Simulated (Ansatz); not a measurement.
Spectroscopic constants of BeCl-, multiplicity 3 (an upper state: multiplicity 1 came lower at CCSD(T)/def2-TZVPP on PBE0 minima).

Constants: fifth-degree fit in 1/R to seven points, most abundant isotopes. Runs in def2 and cc sets follow the lowest solution found near the PBE0 minimum.

Correlated levels freeze the inner cores; with def2 sets outer-core shells near the valence are correlated too.

Run with Ansatz (Gaussian orbitals). 

| level | r_e (Å) | ω_e (cm⁻¹) | ω_e x_e (cm⁻¹) |
|---|---|---|---|
| PBE/def2-TZVPP | 1.958 | 601 | 5.5 |
| PBE0/def2-TZVPP | 1.951 | 614 | 5.5 |
| wB97X-V/def2-TZVPP | 1.962 | … | 5.5 |
| CCSD/def2-TZVPP | 1.972 | 602 | 5.3 |
| CCSD(T)/def2-TZVPP | … | … | 5.2 |

Fill in the missing entries.


- CCSD(T)/def2-TZVPP, r_e (Å): 1.973
- CCSD(T)/def2-TZVPP, ω_e (cm⁻¹): 600
- wB97X-V/def2-TZVPP, ω_e (cm⁻¹): 606

Ansatz is a quantum-chemistry and plane-wave program.
